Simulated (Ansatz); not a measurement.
ClGaGeHSi+: which of two structures lies lower

Structure I is a singlet given by its coordinates and structure II is a singlet given by its coordinates. Both are isolated ions in the gas phase, relaxed with PBE0-D3(BJ)/pcseg-1.

I (Å):

```xyz
5

Cl    0.1795   -2.9997   -0.0820
Ga    0.3994   -1.0581    0.6356
Ge   -0.8790    1.1661    1.3356
Si    1.2937    0.9650    1.4365
H    -2.3815    1.4725    1.3263
```

Close contacts (Å): Cl1–Ga2 2.08, Ga2–Ge3 2.66, Ga2–Si4 2.35, Ge3–Si4 2.18, Ge3–H5 1.53.

II (Å):

```yaml
atoms:
  - { symbol: Cl, position_ang: [-2.4475, -0.6434, 0.6780] }
  - { symbol: Ga, position_ang: [-0.2174, 2.4335, -0.8211] }
  - { symbol: Ge, position_ang: [0.9461, 1.7678, 1.2117] }
  - { symbol: Si, position_ang: [-0.8572, 0.5526, 0.8462] }
  - { symbol: H, position_ang: [-0.6064, 3.1615, -2.1273] }
```

Close contacts (Å): Cl1–Si4 2.00, Ga2–Ge3 2.43, Ga2–Si4 2.59, Ge3–Si4 2.21, Ga2–H5 1.55.

Task: Estimate E(II) − E(I) at the level CCSD(T)/def2-SVP + ΔMP2/def2-TZVPP.

Result: Not settled: CCSD(T)/def2-SVP + ΔMP2/def2-TZVPP gives E(II) − E(I) = −1.20 kcal/mol, but this leans on the basis-set step: CCSD(T) alone gives +4.21 kcal/mol.

Level by level:

```tsv
level	geometry	E(II) − E(I) (kcal/mol)	departure from the last row (kcal/mol)	job, with rough time for the two
PBE0-D3(BJ)/pcseg-1	PBE0-D3(BJ)/pcseg-1	−0.26	+0.94	optimisation, 27 s
HF/def2-SVP	PBE0-D3(BJ)/pcseg-1	+4.74	+5.94	part of the CCSD(T) run
MP2/def2-SVP	PBE0-D3(BJ)/pcseg-1	+3.22	+4.42	part of the CCSD(T) run
CCSD(T)/def2-SVP	PBE0-D3(BJ)/pcseg-1	+4.21	+5.41	single point
CCSD(T)/def2-SVP + ΔMP2/def2-TZVPP	PBE0-D3(BJ)/pcseg-1	−1.20		single point, 47 s
```

HF/def2-SVP, MP2/def2-SVP, CCSD(T)/def2-SVP put the two in the other order. PBE0-D3(BJ)/pcseg-1 finds them nearly level. The largest departure from CCSD(T)/def2-SVP + ΔMP2/def2-TZVPP is that of HF/def2-SVP, 5.94 kcal/mol. Levels run at GFN2-xTB geometries aren't shown. The last row adds to CCSD(T) the change of the MP2 difference between the two basis sets, here −5.41 kcal/mol, a large step that makes the value less sure.

With harmonic frequencies from PBE0-D3(BJ)/pcseg-1 (ideal gas, rigid rotor, one conformer each, 298.15 K, 1 atm): on the last row, ΔE + ΔZPE = −1.15, ΔH = −1.22, ΔG = −1.15 kcal/mol.

The correlated steps freeze 28 core orbitals; the filled d shell of Ga and Ge is correlated, in a basis made for valence electrons. Codes used: Ansatz 0.2.0; the last row on 1 thread of Intel(R) Xeon(R) 6975P-C (Granite Rapids) on a shared host.
